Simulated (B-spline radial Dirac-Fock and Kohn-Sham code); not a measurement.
# Ionisation of each subshell: Ag⁴³⁺

System: Ag⁴³⁺ in the configuration 1s2 2s2; nuclear rms radius 4.5454 fm (A = 107).

Calculated with a radial atomic solver, using ΔSCF Dirac-Fock with Breit, self-energy and vacuum polarisation, finite nucleus, configuration average. Electron correlation is not included. Energies are counted from the vacuum level.

All terms are in eV, carry their sign (relaxation lowers the binding energy) and add up to the binding energy; ⟨r⟩ is the mean radius of the orbital in the initial state.

```csv
subshell,−ε (Koopmans),relaxation,Breit,self-energy,vacuum polarisation,binding energy,⟨r⟩ (bohr)
1s,29642.6,-4.99,-41.52,-30.46,3.83,29569.5,0.031
2s,7083.7,-0.31,-4.26,-4.19,0.48,7075.5,0.126
```

For the deepest level, K (1s), the Breit terms make up -0.140 % of the binding energy, QED -0.090 % and orbital relaxation -0.017 %.

Going to the tabulated ground configuration of the next ion removes an electron from L1 (2s), computed at 7075.5 eV. NIST lists 7082 ± 7 eV as the ionisation energy of this species (semi-empirical), +6.54 eV from the computed value, within the stated uncertainty.
